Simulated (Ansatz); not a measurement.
C2H7BN2, SMILES `NCC1BN1`, relaxed with RKS PBE-D4/def2-SVP in Ansatz from a rough embedded geometry. The force threshold is 0.03 eV/Å; the program also tests the step.

Charge 0, multiplicity 1.

Start:

```xyz
12

N     1.050    0.041   -1.559
C    -0.016   -0.528   -0.765
C     0.186   -0.128    0.702
B    -0.662    1.010    1.297
N    -0.923   -0.445    1.580
H     0.951    1.118   -1.483
H     1.944   -0.258   -1.244
H     0.019   -1.657   -0.836
H    -1.027   -0.252   -1.168
H     1.169   -0.367    1.189
H    -0.904    2.196    1.269
H    -1.789   -0.730    1.018
```

| step | energy (eV) | largest force (eV/Å) | largest move (Å) |
| --- | --- | --- | --- |
| 1 | -5830.7035 | 2.382 | 0.000 |
| 2 | -5831.2155 | 1.625 | 0.194 |
| 3 | -5831.3860 | 0.972 | 0.084 |
| 4 | -5831.5161 | 0.896 | 0.200 |
| 5 | -5831.5817 | 0.634 | 0.200 |
| 6 (rejected) | -5831.5387 | 0.954 | 0.200 |
| 7 | -5831.6567 | 0.359 | 0.098 |
| 8 | -5831.6691 | 0.177 | 0.100 |
| 9 (rejected) | -5831.6645 | 0.283 | 0.084 |
| 10 | -5831.6724 | 0.048 | 0.038 |
| 11 | -5831.6730 | 0.022 | 0.014 |

End:

```xyz
12

N     1.150    0.027   -1.665
C     0.045   -0.500   -0.866
C     0.083   -0.110    0.611
B    -0.766    1.071    1.238
N    -1.144   -0.221    1.425
H     1.196    1.048   -1.535
H     2.040   -0.325   -1.287
H     0.051   -1.611   -0.971
H    -0.917   -0.159   -1.310
H     1.020   -0.446    1.112
H    -1.044    2.217    1.474
H    -1.715   -0.990    1.775
```

It took 11 s on 4 threads of an Arm Neoverse V2 on a shared host, with 0.14 GiB of host memory at the peak.
